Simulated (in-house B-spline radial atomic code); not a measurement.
Computed with a B-spline radial atomic code. Model: two electrons, singlet ground state, non-relativistic, full CI in B-splines with partial waves to l = 8 (at full coupling up to 3e-4 hartree above the limit, correlation up to 0.6 % small), density held at that of full coupling by Lieb maximisation.

W(λ) is the mean repulsion in the state of coupling λ less the Hartree energy of the fixed density. Its start is exact exchange, its initial slope is twice the second-order Görling-Levy correlation energy, and its area from 0 to 1 is E_xc. A straight curve means weak, dynamic correlation, and a curve that drops fast and flattens means strong correlation.

Command:
```bash
python run_ac.py task.json out
```
Settings (lengths in bohr, energies in hartree):
```
potential              coulomb
strength               3
lmax                   8
wall_radius            0.5
```

Run time, properties included: 1.2 s on 1 thread of Intel(R) Xeon(R) Processor @ 2.30GHz (shared host).

**W = mean repulsion less Hartree energy, and W of three functionals.**

Given: confinement point charge; nuclear charge 3; hard wall radius 0.5 bohr; external potential -Z/r.

Computed: LDA exchange minus exact 562.85 millihartree; PBE exchange minus exact 175.75 millihartree.

```tsv
coupling	W xc (hartree)	W xc minus exchange (millihartree)	kinetic minus Kohn-Sham (millihartree)	LDA (PW92) W minus its exchange (millihartree)	PBE W minus its exchange (millihartree)	SCAN W minus its exchange (millihartree)
0	-3.9333	0	0	0	0	0
0.02	-3.9353	-1.999	0	-15.35	-2.99	-1.94
0.05	-3.9383	-4.989	0.1	-32.77	-7.48	-4.83
0.12	?	?	?	?	?	?
0.25	-3.958	-24.632	3.1	-115.93	-36.87	-23.56
0.4	?	?	?	?	?	?
0.6	-3.9912	-57.858	17.1	-219.28	-85.56	-54.84
0.8	-4.0095	-76.211	30	-267.75	-111.86	-72.01
1	-4.0274	-94.122	46.1	-311.45	-137.14	-88.73
1.4	-4.062	-128.67	87.5	-388.6	-184.92	-120.92
2	-4.1108	-177.49	170.3	-486.7	-250.6	-166.46
3	-4.185	-251.65	355	-620.39	-347.24	-236.02
4.5	-4.2817	-348.42	715.9	-778.37	-469.69	-328.15
7	-4.4128	-479.45	1462.4	-976.31	-632.59	-456.59
10	-4.534	-600.65	2484.5	-1151.8	-783.59	-580.28
```

What belongs in the row 0.12?

W xc (hartree): -3.9452; W xc minus exchange (millihartree): -11.92; kinetic minus Kohn-Sham (millihartree): 0.7; LDA (PW92) W minus its exchange (millihartree): -65.98; PBE W minus its exchange (millihartree): -17.88; SCAN W minus its exchange (millihartree): -11.47.

What belongs in the row 0.4?

W xc (hartree): -3.9724; W xc minus exchange (millihartree): -39.048; kinetic minus Kohn-Sham (millihartree): 7.7; LDA (PW92) W minus its exchange (millihartree): -164.08; PBE W minus its exchange (millihartree): -58.17; SCAN W minus its exchange (millihartree): -37.17.

What is the SCAN exchange minus exact?

2.4066 millihartree.

**Energy parts, natural occupations and partial-wave weights.**

Computed: total energy 11.7769 hartree; exchange energy -3.9333 hartree; correlation energy -0.048039 hartree; initial slope twice GL2 -0.10007 hartree; Hartree energy 7.8667 hartree; Kohn-Sham kinetic 41.784 hartree; Lieb Oxford ratio E_xc over LDA exchange 1.1812.

```csv
natural,occupation of the shell (electrons)
s,1.9986
p,0.0011915
s,7.7113e-05
d,6.2474e-05
p,?
f,8.6558e-06
```

What belongs in the row p?

occupation of the shell (electrons): 1.1774e-05.

```csv
wave,weight
s,0.99936
p,?
d,3.2621e-05
f,4.7102e-06
g,1.1128e-06
```

What belongs in the row p?

weight: 0.00060194.

What is the kinetic part over minus potential part?

0.48961.

What is the kinetic part of the DFT correlation energy?

0.046084 hartree.

Half-way to full coupling W has made 51 % of its drop, against 50 % for a straight line, and second-order (GL2) theory, half the initial slope, overshoots the correlation energy by about 4 %: correlation is weak here. Over couplings 0 to 1 the errors in E_xc come to about +429 millihartree for LDA, +153 millihartree for PBE, +4.9 millihartree for SCAN, so SCAN is nearest. In LDA and PBE the errors of exchange and correlation have opposite signs, so the sum is smaller than the larger of the two.
